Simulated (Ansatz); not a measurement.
`I[SiH]1BC1`. Total charge 0; spin multiplicity 1. I takes the def2 core potential. The structure was optimised at the PBE0-D4/def2-TZVP level.

```xyz
8

I    -0.390   -3.038   -0.171
Si   -0.584   -0.703    0.479
B    -0.633    0.724   -0.762
C     0.670    0.816   -0.061
H    -0.524   -0.636    1.955
H    -0.943    0.899   -1.892
H     1.611    1.018   -0.570
H     0.794    0.920    1.022
```

Question: What is the dipole moment at r2SCAN/def2-TZVPP? (Best estimate.)

Answer: Ansatz gave: 1.27 D, with components (0.69, 0.64, 0.85) D in this frame, pointing from negative to positive charge.

Question: And with PBE, B3LYP, ωB97M-V? (Best estimate.)

Answer: Ansatz gave: PBE 1.22 D, B3LYP 1.19 D, ωB97M-V 1.23 D.

Question: Give the Mulliken charges with r2SCAN, PBE, B3LYP in def2-TZVPP. (Estimate.)

Answer: Computed: 
```csv
atom,r2SCAN,PBE,B3LYP
I1,-0.14,-0.11,-0.13
Si2,0.19,0.08,0.11
B3,-0.02,0.01,0.04
C4,-0.26,-0.24,-0.30
H5,-0.04,-0.02,-0.03
H6,0.03,0.03,0.05
H7,0.09,0.10,0.11
H8,0.15,0.14,0.15
```

B3LYP here is the variant with VWN-RPA as its local correlation; programs differ in this.
